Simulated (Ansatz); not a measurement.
One change: `NC/C(F)=N/[SiH3]` becomes `O/C(F)=N/[SiH3]`.

Ansatz, PBE0-D4/def2-TZVP geometries, multiplicity 1. Each molecule was computed in one conformer, which needn't be the lowest.

| property | `NC/C(F)=N/[SiH3]` |
| --- | --- |
| size of the dipole moment (PBE/def2-TZVPP) / D | 0.18 |
| size of the dipole moment (B3LYP/def2-TZVPP) / D | 0.17 |
| HOMO–LUMO gap (PBE0/def2-TZVPP) / eV | 7.05 |
| HOMO–LUMO gap (B3LYP/def2-TZVPP) / eV | 6.54 |
| HOMO energy (PBE0/def2-TZVPP) / eV | -7.50 |
| HOMO energy (ωB97M-V/def2-TZVPP) / eV | -9.94 |

Give the same properties after the change, and the shifts. (An estimate is asked.)

Computed: 
```csv
property,`O/C(F)=N/[SiH3]`,shift
size of the dipole moment (PBE/def2-TZVPP) / D,1.31,1.13
size of the dipole moment (B3LYP/def2-TZVPP) / D,1.29,1.12
HOMO–LUMO gap (PBE0/def2-TZVPP) / eV,8.43,1.38
HOMO–LUMO gap (B3LYP/def2-TZVPP) / eV,7.92,1.38
HOMO energy (PBE0/def2-TZVPP) / eV,-8.24,-0.74
HOMO energy (ωB97M-V/def2-TZVPP) / eV,-10.57,-0.63
```

With PBE0 the HOMO falls by 0.74 eV and the LUMO rises by 0.63 eV, so the gap widens by about 1.37 eV. PBE moves the HOMO by -0.83 eV and ωB97M-V by -0.63 eV. Dipoles are sizes alone; their direction can turn.

B3LYP here is the variant with VWN-RPA as its local correlation; programs differ in this.
